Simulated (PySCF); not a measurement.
Vertical excitations of a molecule C3H9AlO from TDDFT-M06-2X/def2-SVPD run with PySCF 2.14.0, as energy in eV (oscillator strength): 5.84 (0.004), 6.69 (0.002), 6.98 (0.090), 7.08 (0.041), 7.40 (0.023), 7.48 (0.131), 7.78 (0.024), 8.13 (0.233), 8.32 (0.087), 8.41 (0.032). Lowest triplet (TDA): 5.53 eV. Geometry: PBE0-D3(BJ)/def2-SVP. Other conformers were not sampled.

Q: Identify the compound among the candidates.
A. CC[O][AlH][CH3]
B. C[CH](C)[AlH][OH]
C. C[CH2][AlH][O]C
D. C[CH2][Al]([CH3])[OH]

A: A, CC[O][AlH][CH3]
